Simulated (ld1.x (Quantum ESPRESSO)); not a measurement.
**What one change does to a pseudopotential (antimony, TM semilocal)**

| Property | Result |
| --- | --- |
| Element | Sb (Z = 51) |
| Generator | ld1.x (Quantum ESPRESSO) 7.5 |
| Type | norm-conserving Troullier–Martins (semilocal form) |
| Functional | PBE |
| Relativity | scalar-relativistic |
| Frozen core | [Kr] 4d10 |
| Valence charge | 5 |
| Reference configuration | 5s1.5 5p3.5 |
| Partial waves | 5s (bound): rc 1.70 bohr; 5p (bound): rc 2.25 bohr; 5d channel at 0.4 Ry: rc 2.20 bohr |
| Local potential | the d channel |
| Core correction | Bessel-smoothed model core, default radius (core density twice the valence density) |

Change: all radii but the core radius scaled by about 1.41 (s 2.40, p 3.18, d 3.12 bohr).

Cutoffs: the cutoffs (Ry, on a coarse ladder) from which the occupation-weighted sum of valence levels, in a spherical-Bessel basis at the reference potential, stays within 10 and 1 mRy of its value at 400 Ry; they do not see the model core or the augmentation charge, which bear on the density cutoff. Errors are all-electron minus pseudo energies relative to the spin-unpolarised reference configuration.

Task: How do hardness, ghosts and transferability respond?

Result: The potential gets softer (25 Ry and 55 Ry → 12 Ry and 30 Ry); of the 7 tests that both files solve, the error grows in 3 and shrinks in 4 by more than 15 % and 0.3 meV (median size 25.5 → 8.6 meV); neither file shows a bound ghost. A larger radius leaves more room for a smooth pseudo-wave, so fewer plane waves are needed. A semilocal file is local in each channel, so a ghost entry of none says nothing of the separable form that plane-wave codes build from it.

```csv
quantity,base,changed
"cutoff, loose",25 Ry,12 Ry
"cutoff, tight",55 Ry,30 Ry
loose cutoff by channel (10 mRy a level),"s 21 Ry, p 10 Ry","s 10 Ry, p 6 Ry"
bound ghosts,none,none
"error for 5s2 5p3, meV [ΔE -4.03 eV]",-2.8,-0.5
"error for 5s2 5p2, meV [ΔE 4.29 eV]",-4.7,-3.3
"error for 5s2 5p1, meV [ΔE 20.26 eV]",-25,-36
"error for 5s2 5p0, meV [ΔE 44.67 eV]",-108,-192
"error for 5s1 5p0, meV [ΔE 88.96 eV]",-400,-619
"error for 5s2 5p2.5, meV [ΔE -0.77 eV]",-2.9,-1.2
"error for 5s0 5p5, meV [ΔE 12.40 eV]",-32,-8.6
```
